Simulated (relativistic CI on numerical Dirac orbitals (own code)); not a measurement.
Slater and spin-orbit integrals, Bi X

Method of calculation: Dirac-Coulomb-Breit CI, orbitals from a KLI potential per configuration, QED by a radiative potential, unscaled Slater integrals (own radial code, finite nucleus).

Slater integrals F^k, G^k are unscaled and averaged over j, outside the closed core [Kr] 4d10 4f14; ζ comes from projecting the Hamiltonian with its Breit term on Σ l·s of the shell.

- 5s²5p⁶5d⁶: F^2(5d,5d) = 96674, F^4(5d,5d) = 65850, ζ(5d) = 11687 cm⁻¹; <r>(5d) = 1.095, <r^2>(5d) = 1.351 (bohr units).
- 5s²5p⁶5d⁵6s: F^2(5d,5d) = 97242, F^4(5d,5d) = 66257, ζ(5d) = 12011, G^2(5d,6s) = 26746 cm⁻¹; <r>(5d) = 1.087, <r^2>(5d) = 1.334, <r>(6s) = 1.652, <r^2>(6s) = 3.026 (bohr units).
- 5s²5p⁶5d⁵5f: F^2(5d,5d) = 97146, F^4(5d,5d) = 66188, ζ(5d) = 11976, F^2(5d,5f) = 71327, F^4(5d,5f) = 45907, G^1(5d,5f) = 82506, G^3(5d,5f) = 51385, G^5(5d,5f) = 36793, ζ(5f) = 611.89 cm⁻¹; <r>(5d) = 1.088, <r^2>(5d) = 1.337, <r>(5f) = 1.529, <r^2>(5f) = 2.663 (bohr units).

Task: Give the Racah parameters of the d shell in 5s²5p⁶5d⁶.

Result: B = F²/49 − 5F⁴/441 = 1226 cm⁻¹ and C = 35F⁴/441 = 5226 cm⁻¹.

In this model ζ of a weakly bound d, f or g electron outside closed shells comes out too small, for d by up to a factor of two or three and at times with the wrong sign; that of an outer p electron is too small as well.

Averages of the first 10 configurations, taken without configuration mixing, which lowers the lowest level and can move excited configurations by several eV; other configurations of the list can lie among them:

```tsv
Configuration	Parity	States	Average energy above the lowest level (eV)
5s²5p⁶5d⁶	even	210	8.5
5s²5p⁶5d⁵6s	even	504	45.5
5s²5p⁶5d⁵5f	odd	3528	78.4
5s²5p⁵5d⁷	odd	720	90.6
5s²5p⁶5d⁴6s²	even	210	85.1
5s²5p⁶5d⁵6p	odd	1512	65.0
5s²5p⁶5d⁵5g	even	4536	116.5
5s²5p⁶5d⁴6s6p	odd	2520	103.6
5s²5p⁴5d⁸	even	675	174.3
5s²5p⁶5d⁵6d	even	2520	90.0
```
